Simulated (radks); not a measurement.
The numbers below are computed, except where a source is named.
Initial-state core-level shifts of the osmium ion Os+ when its valence configuration changes from [Xe] 4f14 5d6 6s1. Level of theory: scalar-relativistic Kohn-Sham, BLYP, spin-polarised, spherical densities, point nucleus; open shells are filled with parallel spins first (spin-orbit coupling, left out, can overturn this in heavy ions) (a radial shooting solver on a logarithmic mesh with Libxc functionals). Shifts are changes of the shell-averaged eigenvalues in eV (positive: less bound).

valence                    2s       2p       3p       4d
4f13.5 5d6.5 6s1       -5.914   -5.844   -6.714   -5.513
4f14 5d6 6p1           -1.567   -1.566   -1.576   -1.579
4f13.5 5d6 6s1 6p0.5   -8.190   -8.118   -8.973   -7.768
4f14 5d5 6s1 6p1       -4.474   -4.469   -4.436   -4.434
4f12 5d8 6s1          -24.421  -24.121  -27.800  -22.431
4f14 5d6.5 6s0.5       +1.343   +1.341   +1.325   +1.326
4f14 5d5 6s2           -3.059   -3.056   -3.017   -3.012
4f13 5d6 6s1 6p1      -16.684  -16.536  -18.275  -15.762
4f12 5d7 6s1 6p1      -29.402  -29.097  -32.740  -27.339
